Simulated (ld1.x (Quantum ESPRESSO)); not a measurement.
## nitrogen, TM: configuration errors across variants

N, norm-conserving Troullier–Martins (Kleinman–Bylander form), made with ld1.x (Quantum ESPRESSO) 7.5 (LDA (PZ), scalar-relativistic). Core [He], reference 2s2 2p1 (charge +2). Waves: 2s (bound): rc 0.95 bohr; 3d channel at 0.1 Ry: rc 1.60 bohr; 2p (bound): rc 1.85 bohr. Local part: the p channel. Core correction: a·sin(br)/r model core, default radius (core density twice the valence density).

All-electron excitation energies from the reference (eV): (1) 2s2 2p3 -42.702; (2) 2s2 2p2 -28.970; (3) 2s2 2p0 47.165; (4) 2s0 2p5 -20.249; (5) 2s1 2p3 -17.517; (6) 2s1 2p4 -31.498; (7) 2s2 2p2.5 -37.535; (8) 2s2 2p1 spin -0.555; (9) 2s2 2p3 spin -45.594.

Spin tests fill each open shell by Hund’s rule, majority spin first.

The default core radius of the base comes out at 0.45 bohr.

The overlap operator is not positive definite (basis up to 400 Ry) in “type ultrasoft; waves now 2s (bound): rcut 0.85, rcutus 0.95 bohr; 2s channel at 1.05 Ry: rcut 0.85, rcutus 0.95 bohr; 2p (bound): rcut 1.60, rcutus 1.85 bohr; 2p channel at -0.15 Ry: rcut 1.60, rcutus 1.85 bohr; 3d channel at 0.1 Ry: rcut 1.40, rcutus 1.60 bohr; local potential all-electron potential smoothed inside 1.05 bohr (lloc = -1); augmentation built from norm-conserving waves at rcut, not smoothed further”. Such files are unfit for use, however small their errors in these radial tests.

3 further variants failed, have other tests or another functional or relativity, and are left out.

A true bound ghost makes a file unfit for plane-wave use even where its test errors are small: the radial tests pick states by their node count and pass the ghost by.

Errors AE − PS in meV (a dash: test not solved or not reliable):

| change | (1) | (2) | (3) | (4) | (5) | (6) | (7) | (8) | (9) | bound ghosts |
| --- | --- | --- | --- | --- | --- | --- | --- | --- | --- | --- |
| base | +119 | +81 | +272 | +517 | +246 | +304 | +116 | +13 | +246 | none |
| local potential all-electron potential smoothed inside 0.80 bohr (lloc = -2) | +254 | +117 | +290 | +661 | +285 | +443 | +196 | +14 | +373 | none |
| wave 3d channel at 0.1 Ry: rc 1.60 bohr becomes 3d channel at 0.1 Ry: rc 2.24 bohr | +119 | +81 | +272 | +517 | +246 | +304 | +116 | +13 | +246 | none |
| wave 2p (bound): rc 1.85 bohr becomes 2p (bound): rc 2.54 bohr | +592 | +315 | +760 | +1752 | +774 | +1170 | +506 | -17 | +736 | d |
| wave 3d channel at 0.1 Ry: rc 1.60 bohr becomes 3d channel at 0.09 Ry: rc 1.60 bohr | +119 | +81 | +272 | +517 | +246 | +304 | +116 | +13 | +246 | none |
| wave 2s (bound): rc 0.95 bohr becomes 2s (bound): rc 1.28 bohr | +150 | +94 | +298 | +620 | +289 | +370 | +139 | +17 | +294 | none |
| type ultrasoft; waves now 2s (bound): rcut 0.85, rcutus 0.95 bohr; 2s channel at 1.05 Ry: rcut 0.85, rcutus 0.95 bohr; 2p (bound): rcut 1.60, rcutus 1.85 bohr; 2p channel at -0.15 Ry: rcut 1.60, rcutus 1.85 bohr; 3d channel at 0.1 Ry: rcut 1.40, rcutus 1.60 bohr; local potential all-electron potential smoothed inside 1.05 bohr (lloc = -1); augmentation built from norm-conserving waves at rcut, not smoothed further | -957 | -179 | +176 | -1423 | -224 | -1202 | -503 | +16 | -615 | not determined (overlap not positive) |
| all radii but the core radius scaled by about 1.05 (s 1.00, p 1.94, d 1.68 bohr) | +154 | +102 | +325 | +637 | +301 | +382 | +148 | +11 | +288 | none |

Q: Give the same row for: core correction none.

A: +142, +92, +305, +555, +264, +334, +134, +55, +429; bound ghosts: none.
